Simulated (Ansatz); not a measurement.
Program: Ansatz. Geometries: PBE0-D4/def2-TZVP. ΔE: electronic, gas phase. CCSD(T)/CBS is the MP2 limit (def2-TZVPP, def2-QZVPP) plus CCSD(T) − MP2 in def2-TZVPP, frozen cores. This one scheme is used for every species. Open shells (•) are unrestricted, without spin–orbit coupling. For Ge outer-core shells are correlated without core-valence functions, which leaves a few kJ/mol of doubt a bond. Scalar relativity is left out up to krypton. One conformer a species, not always the lowest.

`F[SiH](Cl)[NH][GeH3]` → `[GeH3]`• + `[NH][SiH](F)Cl`•  (homolysis of the Ge–N bond)

```tsv
species	HF/CBS(def2) energy (Eh)
`F[SiH](Cl)[NH][GeH3]`	-2980.94840
`[GeH3]`•	-2077.11754
`[NH][SiH](F)Cl`•	-903.71913
```

Work out ΔE.

ΔE = (-2077.11754) + (-903.71913) − (-2980.94840) = 0.11173 Eh = +293.3 kJ/mol. CCSD(T)/CBS gives +426.8 kJ/mol.

Largest T1 diagnostic among the species: 0.012.

From PBE to PBE0 (25 % exact exchange), in def2-TZVPP and without D4, ΔE moves by +3.7 kJ/mol. In def2-TZVPP, CCSD(T) changes the Hartree–Fock value by +120.8 kJ/mol (the triples alone add +10.1 kJ/mol) and MP2 by +148.7 kJ/mol; breaking electron pairs costs correlation energy, which Hartree–Fock lacks. The D4 term adds +14.8 kJ/mol with B3LYP and +8.2 kJ/mol with PBE0; it sums over pairs of atoms, weighted by their polarisabilities, and B3LYP, whose exchange is more repulsive, gets the larger term.

B3LYP here is the variant with VWN-RPA as its local correlation; programs differ in this.
